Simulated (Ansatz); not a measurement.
Al2B3. Charge 0, multiplicity 4. Geometry PBE0-D4/def2-SVP; atoms count from 1.

Cartesian coordinates in Å:
```
B 1.7375 0.6435 0.4702
B 0.4458 -0.0169 -0.4621
B 0.3381 0.4424 1.1070
Al -1.5866 -0.2421 0.6768
Al -0.9348 -0.8269 -1.7919
```

At PBE0-D4/def2-TZVP a doublet of charge 0 lies 1.04 eV below the quartet, each at its own geometry. The structure comes from a short search, and lower isomers may exist.

**Question.** Estimate the Mulliken populations from the PBE0/def2-TZVP orbitals of Ansatz.

**Answer.** 
```json
{"atom": "B1", "charge (e)": "-0.10", "spin (α − β)": "1.05"}
{"atom": "B2", "charge (e)": "-0.05", "spin (α − β)": "0.46"}
{"atom": "B3", "charge (e)": "-0.11", "spin (α − β)": "0.28"}
{"atom": "Al4", "charge (e)": "0.05", "spin (α − β)": "0.46"}
{"atom": "Al5", "charge (e)": "0.21", "spin (α − β)": "0.75"}
```
Mulliken values and Mayer orders depend strongly on the basis.

**Question.** Where does the spin sit?

**Answer.** Summed by element: B 1.79, Al 1.21, of 3 unpaired in all. Largest on single atoms: B1 1.05, Al5 0.75, B2 0.46.

**Question.** And the Mayer bond orders between bonded heavy atoms (over 0.3)?

**Answer.** B1–B2 0.99 (1.72 Å); B1–B3 1.41 (1.55 Å); B2–B3 0.96 (1.64 Å); B2–Al4 0.49 (2.34 Å); B2–Al5 0.77 (2.08 Å); B3–Al4 0.71 (2.09 Å); Al4–Al5 0.73 (2.62 Å).
